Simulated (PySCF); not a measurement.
# NaGa⁺ at CAM-B3LYP

Computed with CAM-B3LYP; Na x2c-SVPall, Ga x2c-SVPall; spin-free X2C with a Gaussian nucleus (PySCF 2.14).

```json
{"state": "²Σ⁺ (doublet), unpaired electrons σ ↑", "bond length": "3.369 Å", "harmonic wavenumber": "108 cm⁻¹", "force constant": "0.119 mdyn/Å", "rotational constant Be": "0.08616 cm⁻¹", "anharmonicity ωexe": "0.382 cm⁻¹", "vibration–rotation constant αe": "0.000581 cm⁻¹", "well depth De to Na⁺ + Ga": "0.96 eV", "dissociation energy D0": "0.95 eV", "bond order (Mayer)": "0.53", "dipole moment (positive dipole points towards Ga; it is taken about the centre of mass and depends on that origin)": "-7.35 D"}
```

Spin–orbit coupling is left out. For an ion De counts to the pair picked by the measured ionisation energies or electron affinities, which need not be the lowest pair at this level. The state is the lowest determinant that a PBE0 search found; another state may lie lower at other levels.
